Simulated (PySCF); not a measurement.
## How methods differ on the fine-structure interval of Ca⁻

Ca⁻ [Ar] 3d1 4s2 [3d3/2^1, M_J = 3/2] → Ca⁻ [Ar] 3d1 4s2 [3d5/2^1, M_J = 5/2], as a difference of total energies. Computed with PySCF 2.14 in x2c-TZVPall-2c with one added diffuse shell each of s, p, d type (7s8p4d, 51 functions), with the two-component X2C-1e Hamiltonian. Correlated levels: [Ne] frozen; the 6 highest virtual spinors dropped. "Screened" scales the spin-orbit matrix elements by Boettger's factors to mimic the two-electron term; Breit and QED terms are absent.

```tsv
method	fine-structure interval (cm⁻¹)
GHF (screened spin-orbit)	-0.21193
GMP2 (screened spin-orbit)	0.0015875
GHF (bare spin-orbit)	0.41108
```

The configuration of this anion was assumed by filling the next shell in order. It is not the known or likely ground configuration (Ca⁻, Sr⁻ and Ba⁻, for instance, bind a p electron), so these values are not the electron affinity of the element.

GHF and GMP2 differ strongly here because the two determinants are spin-polarised to different degrees; the interval is a small difference of such terms.

The determinant of the lower state mixes levels of different J (the jj label is only the starting occupation), so the difference between spin-free and spin-orbit rows is not the physical spin-orbit shift.
